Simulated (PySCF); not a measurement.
Isomers of C5H10F2O, one GFN2-xTB conformer each. Single-point energies are computed at PBE0/pcSseg-1 (PySCF, gas phase, no added dispersion term), electronic only.

**Question.** Rank them by PBE0/pcSseg-1 energy, lowest first (kJ/mol).
A. `[CH3:1][CH2:2][C@H:3]([CH3:4])[O:5][CH:6]([F:7])[F:8]` with C1–C2–C3–C4 -175°, C2–C3–O5–C6 -154°, C3–O5–C6–F7 158°
B. `[CH3:1][CH2:2][O:3][C@@H:4]([CH3:5])[CH:6]([F:7])[F:8]` with C1–C2–O3–C4 -169°, C2–O3–C4–C5 163°, O3–C4–C6–F7 78°
C. `[CH3:1][CH2:2][CH2:3][CH2:4][O:5][CH:6]([F:7])[F:8]` with C1–C2–C3–C4 180°, C2–C3–C4–O5 60°, C3–C4–O5–C6 72°, C4–O5–C6–F7 -91°

**Answer.** A (0.0), C (14.5), B (44.4).

GFN2-xTB itself gives, in the same order: 0.0, 10.2, 35.9. Both levels put the same isomer lowest; measured from each level's own lowest isomer, the values differ by up to 8.5 kJ/mol (CCO[C@@H](C)C(F)F: 35.9 against 44.4).

**Question.** Which frontier levels, dipoles and rotational constants go with these structures?

**Answer.** 
| SMILES | HOMO (eV, PBE0/pcSseg-1) | LUMO (eV) | dipole (D) | A, B, C (MHz) |
| --- | --- | --- | --- | --- |
| CC[C@H](C)OC(F)F | -8.77 | 1.30 | 3.27 | 2967, 1321, 964.3 |
| CCCCOC(F)F | -8.72 | 1.36 | 3.16 | 3910, 1033, 898.5 |
| CCO[C@@H](C)C(F)F | -7.71 | 1.61 | 1.35 | 3276, 1231, 943.5 |
